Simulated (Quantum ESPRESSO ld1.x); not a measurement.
Species: Au6+. Configuration: [Xe] 4f14 5d5 (the NIST ground configuration). Method: Dirac Kohn-Sham, PBE, spin-unpolarised, spherical densities, point nucleus; open shells fill j = l - 1/2 first; computed with ld1.x of Quantum ESPRESSO 7.5.

Normalised radial functions P(r) = r R(r) (large component), r in bohr:

```
   r/bohr * 5p1/2 (the largest magnitude, 1.2, reaches the edge; | marks zero)
 0.001337                             *
 0.001797                             *
 0.002416                             |*
 0.003249                             |*
 0.004368                             |*
 0.005873                             | *
 0.007896                             | *
  0.01062                             |  *
  0.01427                             |   *
  0.01919                             |     *
   0.0258                             |      *
  0.03469                             |      *
  0.04663                             |    *
   0.0627                             |*
  0.08429                        *    |
   0.1133                   *         |
   0.1524                     *       |
   0.2049                             |*
   0.2754                             |            *
   0.3733                             |            *
   0.5019                           * |
   0.6747         *                   |
   0.9071  *                          |
     1.22         *                   |
     1.64                    *        |
    2.205                           * |
    2.964                             *
    3.985                             *
    5.358                             *
    7.203                             *
```

5p1/2: eigenvalue -157.37 eV, 3 radial nodes at r = 0.0668, 0.198, 0.486 bohr, <r> = 0.979 bohr, 90 % of the charge inside 1.41 bohr.
